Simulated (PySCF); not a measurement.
C₃H₆BNO, SMILES C1(CNB1O)=C. Atoms are numbered in the order given.

```xyz
12

C      1.1221    -1.8233     0.0000
C      0.2684    -0.7963     0.0000
C     -1.2658    -0.7625     0.0000
N     -1.2331     0.7121     0.0000
B      0.1907     0.7809     0.0000
O      1.0959     1.7940     0.0000
H      2.2045    -1.6546     0.0000
H      0.7846    -2.8677     0.0000
H     -1.7353    -1.2049     0.9003
H     -1.7353    -1.2049    -0.9003
H     -2.0476     1.3133     0.0000
H      0.6914     2.6697     0.0000
```
Charge 0, spin multiplicity 1.

Coordinates come from a r2SCAN-D4/def2-SVP optimisation. This is a generated structure with no PubChem entry under its InChIKey; it may be hypothetical. One conformer was computed; it need not be the lowest.

Method: KT2/pcSseg-1 run with PySCF.

GIAO shieldings, no solvent; atoms listed in one row are averaged. δ = σ(ref) − σ: ¹³C against TMS (σ = 185.1 ppm); ¹⁵N against NH3 (σ = 266.2 ppm); ¹¹B against BF3 (σ = 89.8 ppm); ¹⁷O against H2O (σ = 330.4 ppm); ¹H against TMS (σ = 31.47 ppm), references at their B3LYP-D3(BJ)/def2-TZVP geometries, non-relativistic.

```csv
nucleus,atoms,count,δ (ppm)
¹³C,C2,1,151.5
¹³C,C1,1,115.4
¹³C,C3,1,55.8
¹⁵N,N4,1,100.9
¹¹B,B5,1,10.1
¹⁷O,O6,1,99.0
¹H,H7,1,5.89
¹H,H8,1,5.67
¹H,"H9, H10",2,4.13
¹H,H12,1,3.36
¹H,H11,1,3.27
```
